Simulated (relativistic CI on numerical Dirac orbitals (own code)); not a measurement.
## Ho XXIII: q coefficients and field-shift factors

These numbers are calculated, not measured: Dirac-Coulomb-Breit CI, separate exchange-only KLI orbitals for each configuration, derivatives by finite differences, unscaled Slater integrals, QED left out (own radial code, finite nucleus).

CI space (outside the closed core [Ar] 3d10): 4s2.4p6.4d9, 4s2.4p5.4d10, 4s2.4p6.4d8.4f, 4s.4p6.4d10, 4s2.4p5.4d9.4f, 4s2.4p6.4d8.5s, 4s.4p6.4d9.4f, 4s2.4p6.4d8.5p. Levels of other configurations are missing.

With x = (α/α₀)² − 1 an excitation energy changes as ω = ω₀ + qx; K = 2q/ω₀ is the relative enhancement. Terms are leading LS components, so labels can repeat. The field-shift factor is F = δν/δ⟨r²⟩ for the transition from the lowest level.

Lowest level 4s2.4p6.4d9 2D_5/2.

```csv
Level,ω₀ (cm⁻¹),q (cm⁻¹),K,F (GHz/fm²)
4s2.4p6.4d9 2D_3/2,73259,73610,2.01,1.42
4s2.4p5.4d10 2P°_3/2,1158431,88890,0.153,6.67
4s2.4p6.4d8.4f 4F°_5/2,1257860,-2005,-0.00319,11.5
4s2.4p6.4d8.4f 4F°_7/2,1260239,3807,0.00604,11.7
4s2.4p6.4d8.4f 4D°_3/2,1269768,445.9,0.000702,11.6
4s2.4p6.4d8.4f 4F°_9/2,1273182,13700,0.0215,12
4s2.4p6.4d8.4f 2F°_5/2,1279612,6046,0.00945,11.7
4s2.4p6.4d8.4f 2P°_1/2,1285073,20680,0.0322,11.3
4s2.4p6.4d8.4f 4I°_13/2,1287213,-1747,-0.00272,11.8
4s2.4p6.4d8.4f 4I°_15/2,1288613,8218,0.0128,12.1
4s2.4p6.4d8.4f 4D°_7/2,1292367,16090,0.0249,11.9
4s2.4p6.4d8.4f 4H°_11/2,1294192,1719,0.00266,11.8
4s2.4p6.4d8.4f 4F°_3/2,1300329,22140,0.0341,12.2
```

At this charge energies of transitions that change n are usually good to better than 1 %, and those within a shell (Δn = 0) to a few per cent.
